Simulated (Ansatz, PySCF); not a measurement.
Molecule: LiF₃, net charge -2, singlet state. It need not be the lowest isomer of its formula. 
Geometry from a B3LYP-D3(BJ)/def2-TZVP (Ansatz, a program for electronic structure) optimisation:
```
Li
F 1 1.8754
F 1 1.8754 2 120.00
F 1 1.8754 2 120.00 3 180.00
```
Charge -2, spin multiplicity 1.

Total electronic energies in hartree. Cores are frozen in the correlated levels unless marked. No spin-orbit coupling. No relativistic terms. CBS marks a two-point X^-3 extrapolation of the correlation energy; Hartree-Fock from the larger set. [CCSD(T)-MP2]/basis is that difference in the basis named.

| level | program | energy (Eh) |
|---|---|---|
| HF/STO-3G | Ansatz | -300.93917 |
| HF/6-31G | Ansatz | -305.70233 |
| HF-D3(BJ)/def2-TZVPD | PySCF + dftd3 | -305.91942 |
| PBE-D3(BJ)/def2-TZVPD | Ansatz + dftd3 | -306.96995 |
| BLYP-D4/def2-TZVPD | Ansatz + dftd4 | -307.26825 |
| B97M-V/def2-TZVPD | Ansatz | -307.17112 |
| B3LYP-D4/def2-TZVPD | Ansatz + dftd4 | -307.29152 |
| PBE0-D3(BJ)/def2-TZVP | Ansatz + dftd3 | -306.92674 |
| PBE0/def2-TZVPD | PySCF | -306.95397 |
| TPSSh/def2-TZVPD | PySCF | ___ |
| r2SCAN0-D4/def2-TZVPD | Ansatz + dftd4 | -307.08383 |
| PW6B95/def2-TZVPD | PySCF | -307.59406 |
| LC-wPBE/def2-TZVPD | Ansatz | ___ |
| B2PLYP-D4/def2-TZVPD | Ansatz + dftd4 | -307.10707 |
| B2PLYP/def2-TZVPD | Ansatz | -307.10617 |
| RI-MP2/def2-TZVPP | Ansatz | -306.72287 |
| RI-MP2/def2-QZVPP | Ansatz | -306.83629 |
| SCS-MP2/STO-3G | Ansatz | -301.02718 |
| SCS-MP2/6-31G* | Ansatz | -306.26200 |
| CCSD/STO-3G | Ansatz | -301.03711 |
| CCSD/def2-SVPD | Ansatz | -306.22822 |
| CCSD(T)/def2-SVP | Ansatz | -306.07373 |
| RI-MP2/CBS(def2-TZVPPD,def2-QZVPPD)+[CCSD(T)-MP2]/def2-TZVPPD | Ansatz | -306.9151 |

**Question.** Fill in the missing entries.

**Answer.** 
- TPSSh/def2-TZVPD, energy (Eh): -307.24741
- LC-wPBE/def2-TZVPD, energy (Eh): -307.10213
